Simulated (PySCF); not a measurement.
One molecule, one basis, several functionals.

C4H3BF2S.
SMILES: `FB(F)C1=CSC=C1`

Torsions of this conformer, `[F:1][B:2]([F:3])[c:4]1[cH:5][cH:6][s:7][cH:8]1`: F1–B2–C4–C5 180°.

PySCF, def2-SVPD basis, density fitting, gas phase, PBE0-D3(BJ)/def2-SVP geometry; singlet excitations by full TDDFT with frozen cores, triplets by Tamm–Dancoff TDDFT and ionisation energies by ΔSCF, from the lowest of the holes tried. One functional is left out:

```json
{"functional": "LDA", "exact exchange (%)": "0", "HOMO energy (eV)": "-6.61", "LUMO energy (eV)": "-2.49", "lowest singlet excitation (eV)": "4.76", "lowest triplet excitation (eV)": "3.75", "dipole moment (D)": "2.156", "mean polarisability (au)": "78.8", "vertical ionisation energy (eV)": "9.65"}
{"functional": "PBE", "exact exchange (%)": "0", "HOMO energy (eV)": "-6.40", "LUMO energy (eV)": "-2.26", "lowest singlet excitation (eV)": "4.79", "lowest triplet excitation (eV)": "3.61", "dipole moment (D)": "2.065", "mean polarisability (au)": "78.5", "vertical ionisation energy (eV)": "9.35"}
{"functional": "PBE0", "exact exchange (%)": "25", "HOMO energy (eV)": "-7.44", "LUMO energy (eV)": "-1.42", "lowest singlet excitation (eV)": "5.21", "lowest triplet excitation (eV)": "3.62", "dipole moment (D)": "2.093", "mean polarisability (au)": "75.6", "vertical ionisation energy (eV)": "9.38"}
{"functional": "BHandHLYP", "exact exchange (%)": "50", "HOMO energy (eV)": "-8.27", "LUMO energy (eV)": "-0.43", "lowest singlet excitation (eV)": "5.44", "lowest triplet excitation (eV)": "3.56", "dipole moment (D)": "2.148", "mean polarisability (au)": "73.8", "vertical ionisation energy (eV)": "9.19"}
```

Problem. Predict the row of B3LYP (20 % exact exchange) by straight lines through the other rows, and check it.

Solution. 
| property | line | computed | computed − line | PBE0 (25 %), for comparison |
| --- | --- | --- | --- | --- |
| HOMO energy (eV) | -7.22 | -7.20 | +0.02 | -7.44 |
| LUMO energy (eV) | -1.60 | -1.60 | 0.00 | -1.42 |
| lowest singlet excitation (eV) | 5.07 | 5.09 | +0.02 | 5.21 |
| lowest triplet excitation (eV) | 3.63 | 3.63 | 0.00 | 3.62 |
| dipole moment (D) | 2.116 | 2.131 | +0.015 | 2.093 |
| mean polarisability (au) | 76.6 | 76.5 | -0.1 | 75.6 |
| vertical ionisation energy (eV) | 9.38 | 9.36 | -0.02 | 9.38 |
